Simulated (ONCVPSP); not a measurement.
u(r) = r·R(r): atom against pseudo-atom (B)

Columns: radius, all-electron u(r) and pseudo u(r) of the 2p shell (level -3.61 eV) of boron in the configuration [He] 2s2 2p1; PBE, scalar-relativistic, ONCV scheme, ONCVPSP 4.0.1.

| r (bohr) | all-electron | pseudo |
| --- | --- | --- |
| 0.168 | 0.0657 | 0.0219 |
| 0.335 | 0.1849 | 0.0836 |
| 0.503 | 0.3049 | 0.1766 |
| 0.670 | 0.4064 | 0.2865 |
| 0.838 | 0.4870 | 0.3998 |
| 1.005 | 0.5481 | 0.5017 |
| 1.172 | 0.5903 | 0.5832 |
| 1.340 | 0.6155 | 0.6390 |
| 1.508 | 0.6263 | 0.6680 |
| 1.675 | 0.6256 | 0.6734 |
| 1.842 | 0.6160 | 0.6606 |
| 2.010 | 0.5997 | 0.6356 |
| 2.178 | 0.5785 | 0.6040 |
| 2.345 | 0.5543 | 0.5702 |
| 2.512 | 0.5279 | 0.5366 |
| 2.680 | 0.5003 | 0.5043 |
| 2.848 | 0.4722 | 0.4737 |
| 3.015 | 0.4445 | 0.4449 |
| 3.182 | 0.4173 | 0.4174 |
| 3.350 | 0.3907 | 0.3908 |
| 3.518 | 0.3652 | 0.3652 |
| 3.685 | 0.3409 | 0.3410 |
| 3.852 | 0.3179 | 0.3179 |
| 4.020 | 0.2959 | 0.2960 |
| 4.188 | 0.2752 | 0.2753 |
| 4.355 | 0.2558 | 0.2559 |

(1) How many radial nodes do the two functions have?

(2) At about which radius was the pseudo-wave matched?

(3) Where does each function peak?

(4) Is the pseudo-wave norm-conserving?

Answers

(1) The all-electron 2p function has n − l − 1 = 0; the pseudo-wave has 0.

(2) 3.35 bohr. The columns agree to 0.0005 from 3.02 bohr on; several derivatives are matched, so the curves merge somewhat inside the radius.

(3) Outermost all-electron maximum near 1.51 bohr, pseudo maximum near 1.68 bohr (to the table’s step).

(4) Yes: the ONCV scheme keeps the norm inside the radius equal to the all-electron one, which fixes the energy derivative of the logarithmic derivative at the level.
